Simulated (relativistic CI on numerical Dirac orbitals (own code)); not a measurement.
Level scheme of As16+

Calculated at this level of theory: Dirac-Coulomb-Breit CI, KLI orbitals optimised for each configuration, model QED (radiative potential, 1s self-energy scaled to tabulated hydrogen-like ionisation energies), unscaled Slater integrals (own radial code, finite nucleus).

Configurations in the expansion (outside the closed core [Ne]): 3s2 3p5, 3s 3p6, 3s2 3p4 3d, 3s 3p5 3d, 3p6 3d, 3s 3p4 3d2, 3s2 3p4 4s, 3s2 3p3 3d 4p, 3p6 4s, 3s2 3p4 4p, 3p6 4p, 3s 3p4 3d 4s, 3s2 3p3 3d2, 3s2 3p2 3d3, 3s 3p3 3d3, 3s2 3p2 3d2 4s, 3s2 3p2 3d2 4p. Double excitations out of closed p, d and f shells are left out; levels of such configurations are missing from the list, as are those of other unlisted configurations, and high levels can miss mixing partners.

The lowest level is 3s2 3p5 2P°_3/2, with 97 % of that term; Hund's rules for 3s2 3p5 give 2P° with J = 3/2, in agreement.

```tsv
No.	Configuration	Term	J	E (cm⁻¹)	%	Landé g	Lifetime (s)
1	3s2 3p5	2P°	3/2	0	97	1.332	
2	3s2 3p5	2P°	1/2	56128	97	0.664	3.15e-04
3	3s 3p6	2S	1/2	471325	72	2.001	9.86e-11
4	3s2 3p4 3d	4D	5/2	605247	84	1.349	3.28e-08
5	3s2 3p4 3d	4D	3/2	607939	79	1.186	1.78e-08
6	3s2 3p4 3d	4D	7/2	609232	87	1.403	4.11e-03
7	3s2 3p4 3d	4D	1/2	615369	75	0.237	7.32e-09
8	3s2 3p4 3d	4F	9/2	648274	85	1.302	9.15e-03
9	3s2 3p4 3d	4F	7/2	659487	50	1.148	6.95e-03
10	3s2 3p4 3d	2P	1/2	660673	74	0.566	3.01e-09
11	3s2 3p4 3d	2D	3/2	670426	44	0.948	1.31e-09
12	3s2 3p4 3d	4P	1/2	678535	89	2.512	2.83e-10
13	3s2 3p4 3d	4F	5/2	680002	88	1.042	1.41e-09
14	3s2 3p4 3d	2P	3/2	681657	42	1.184	1.43e-09
15	3s2 3p4 3d	4F	3/2	687829	51	0.719	6.17e-10
16	3s2 3p4 3d	4F	7/2	697380	37	1.152	4.98e-04
17	3s2 3p4 3d	4P	5/2	699435	55	1.385	2.00e-09
18	3s2 3p4 3d	4P	3/2	706386	46	1.434	7.53e-09
19	3s2 3p4 3d	2D	5/2	714924	56	1.312	2.48e-09
20	3s2 3p4 3d	2G	7/2	721181	59	0.991	5.07e-04
21	3s2 3p4 3d	2G	9/2	725443	85	1.140	4.55e-04
22	3s2 3p4 3d	2F	5/2	730532	85	0.921	2.31e-09
23	3s2 3p4 3d	2F	5/2	762904	81	0.917	8.46e-10
24	3s2 3p4 3d	2F	7/2	778118	93	1.140	2.21e-04
25	3s2 3p4 3d	2D	3/2	810143	82	0.813	8.88e-11
26	3s2 3p4 3d	2D	5/2	834549	78	1.184	2.57e-10
27	3s2 3p4 3d	2S	1/2	844774	67	1.965	3.49e-12
28	3s2 3p4 3d	2P	3/2	879941	80	1.245	3.95e-12
29	3s2 3p4 3d	2D	5/2	886089	95	1.194	3.39e-12
30	3s2 3p4 3d	2P	1/2	901022	94	0.714	4.11e-12
```

Energies count from the lowest computed level; ° marks odd parity; lifetimes are radiative, by E1, M1, E2, M2, E3 decay to levels of this space only.

The mean weight of the leading LS term, summed over parents, in these 30 levels is 74 %, and that of the leading jj configuration (from the same eigenvectors) 63 %, so LS coupling describes them better.

At this charge energies of transitions that change n are usually good to better than 1 %, and those within a shell (Δn = 0) to a few per cent.

LS names give the leading component of a level, which can be under half, so a name can repeat, a term be missing and a line seem to break the LS rules.
